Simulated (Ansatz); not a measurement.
## Redistribution: CHBrF2 + C2H3Cl3 → C2H4F2 + CBrCl3

Species: CHBrF2 (bromodifluoromethane) `FC(F)Br`, singlet; C2H3Cl3 (1,1,1-trichloroethane) `CC(Cl)(Cl)Cl`, singlet; C2H4F2 (1,1-difluoroethane) `CC(F)F`, singlet; CBrCl3 `ClC(Cl)(Cl)Br`, singlet. The partners trade Br for CH3; both sit on C, so the bond types are kept.

Shapes, held fixed at every level: PBE0-D4/def2-TZVP. Programs: Ansatz 0.2.0. The zero-point and thermal change to 298 K, harmonic and unscaled (PBE0-D4/def2-TZVP), is -1.2 kJ/mol.

**What was measured.** Tabulated heats of formation (Active Thermochemical Tables, CRC Handbook of Chemistry and Physics): CHBrF2 -424.2 (ATcT); C2H3Cl3 -144.4 (CRC); C2H4F2 -500.5 (ATcT); CBrCl3 -43.0 (ATcT) kJ/mol, which give ΔH(298 K) = +25.1 kJ/mol.

```tsv
level	kind	ΔH (kJ/mol)	computed − measured
HF/def2-SVP	Hartree–Fock	+33.1	+8.0
HF/def2-TZVPP	Hartree–Fock	+32.3	+7.2
PBE-D4/def2-TZVPP	GGA	+26.6	+1.5
r2SCAN-D4/def2-TZVPP	meta-GGA	+31.0	+5.9
BHLYP-D4/def2-TZVPP	global hybrid	+26.1	+1.0
MP2/def2-SVP	perturbation theory	+27.9	+2.8
CCSD/def2-SVP	coupled cluster or CI	+29.7	+4.6
CCSD(T)/def2-TZVPP	coupled cluster or CI	+27.4	+2.3
```

Nearest: BHLYP-D4/def2-TZVPP (+1.0); farthest: HF/def2-SVP (+8.0). 8 of 8 levels lie within 10 kJ/mol. The heats of C2H3Cl3 come from older tables and can be uncertain by 10 kJ/mol or more. Relativity is left out for Br unless named. Correlated rows may include outer-core shells of Br, which these sets cover unevenly.
